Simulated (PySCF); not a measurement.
HNP, SMILES [NH+]#P, charge +1.

Geometry optimised at ωB97X-D3(BJ)/def2-TZVPD. The isomer is the one that the SMILES or the coordinates give; other isomers of the formula were not compared.

All values below come from TDA-M06-2X/def2-TZVPD (PySCF).

Vertical excitations; the highest root listed may be one member of a degenerate set. Gas-phase values at a fixed geometry. State labels are in the subgroup C2v.

Question: Estimate the UV-visible absorptions. (The exact figures need the calculation; the answer reports its results.)

Answer: 
```csv
state,symmetry,energy (eV),λ (nm),f,main pairs
S1,A2,5.22,237,0.000,"HOMO−1→LUMO+1 49 %, HOMO→LUMO 49 %"
S2,A2,6.11,203,0.000,"HOMO→LUMO, HOMO−1→LUMO+1 (degenerate set)"
S3,A1,6.11,203,0.000,"HOMO→LUMO+1, HOMO−1→LUMO (degenerate set)"
S4,B2,8.54,145,0.084,HOMO−2→LUMO+1 (degenerate set)
S5,B1,8.54,145,0.084,HOMO−2→LUMO (degenerate set)
S6,A1,10.43,119,0.413,"HOMO−1→LUMO 36 %, HOMO→LUMO+1 36 %, HOMO−2→LUMO+2 16 %"
S7,B1,10.68,116,0.077,HOMO−1→LUMO+2 (degenerate set)
S8,B2,10.68,116,0.077,HOMO→LUMO+2 (degenerate set)
S9,B2,12.37,100,0.020,"HOMO→LUMO+4, HOMO→LUMO+3 (degenerate set)"
S10,B1,12.37,100,0.020,"HOMO−1→LUMO+4, HOMO−1→LUMO+3 (degenerate set)"
T1,A1,4.66,266,0,"HOMO→LUMO+1 49 %, HOMO−1→LUMO 49 %"
T2,A2,5.22,237,0,"HOMO−1→LUMO+1 49 %, HOMO→LUMO 49 %"
T3,A2,5.40,230,0,"HOMO→LUMO, HOMO−1→LUMO+1 (degenerate set)"
T4,A1,5.40,230,0,"HOMO−1→LUMO, HOMO→LUMO+1 (degenerate set)"
```
Triplets are in the Tamm–Dancoff approximation.
